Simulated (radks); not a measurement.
Results of a calculation; reference values are marked as such.
The table gives one normalised radial function P(r) = r R(r) of Pd in [Kr] 4d(up 5, down 5) (r in bohr). Level of theory: scalar-relativistic Kohn-Sham, BLYP, spin-polarised, spherical densities, point nucleus (a radial shooting solver on a logarithmic mesh with Libxc functionals).

r              P
0.003271   0.1202
0.003747   0.1334
0.004293   0.1475
0.004919   0.1624
0.005635   0.1779
0.006456   0.1936
0.007397   0.2094
0.008475   0.2245
0.009709   0.2383
0.01112    0.2500
0.01274    0.2584
0.0146     0.2623
0.01673    0.2602
0.01916    0.2504
0.02196    0.2311
0.02516    0.2009
0.02905    0.1552
0.03328    0.0985
0.03813    0.0287
0.04369   -0.0525
0.05005   -0.1417
0.05734   -0.2331
0.0657    -0.3185
0.07527   -0.3876
0.08624   -0.4282
0.0988    -0.4281
0.1132    -0.3774
0.1297    -0.2710
0.1486    -0.1117
0.1702     0.0871
0.195      0.3003
0.2234     0.4936
0.258      0.6324
0.2956     0.6630
0.3387     0.5718
0.388      0.3566
0.4446     0.0406
0.5093    -0.3294
0.5835    -0.6918
0.6685    -0.9844
0.7659    -1.1604
0.8775    -1.1984
1.005     -1.1086
1.152     -0.9288
1.32      -0.7082
1.512     -0.4922
1.732     -0.3113
1.984     -0.1783
2.292     -0.0880
2.626     -0.0401
3.008     -0.0160
3.446     -0.0055
3.948     -0.0016
4.524     -0.0004
5.183     -0.0001
5.938     0.0000

Which n and l does it have? It may be an empty orbital.

Answer. n = 4, l = 0: the number of nodes gives n - l - 1 = 3, the rise at small r (about r^(l+1), flatter next to the nucleus through relativity) gives l, and the extent must fit the shell. The curve is that of 4s. 4s: eigenvalue -85.345 eV, 3 radial nodes at r = 0.0401, 0.161, 0.452 bohr, <r> = 0.946 bohr, 90 % of the charge inside 1.38 bohr.
